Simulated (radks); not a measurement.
Values are calculated unless marked as measured or tabulated.
Problem. S V, configuration [He] 2s1.75 2p6 3s2 3p0.25 (fractional occupations, a model configuration). Code: a radial shooting solver on a logarithmic mesh with Libxc functionals. Model: Dirac Kohn-Sham, LDA (Slater exchange, Perdew-Wang correlation), spin-unpolarised, spherical densities, finite nucleus; open shells fill j = l - 1/2 first; Fermi nuclear charge, rms radius 3.2611 fm.

Spin-orbit splittings of the eigenvalues, e(l+1/2) - e(l-1/2), with zeta = 2 splitting/(2l+1) and mean radii in bohr:

| shell | occ. | splitting (eV) | zeta (eV) | <r> j=l-1/2 | <r> j=l+1/2 |
|---|---|---|---|---|---|
| 2p | 6 | ? | ? | 0.4355 | 0.4377 |
| 3p | 0.25 | 0.1621 | 0.1080 | 1.543 | 1.547 |

Estimate the 2p splitting.

Solution. 1.293 eV (zeta = 0.8620 eV).
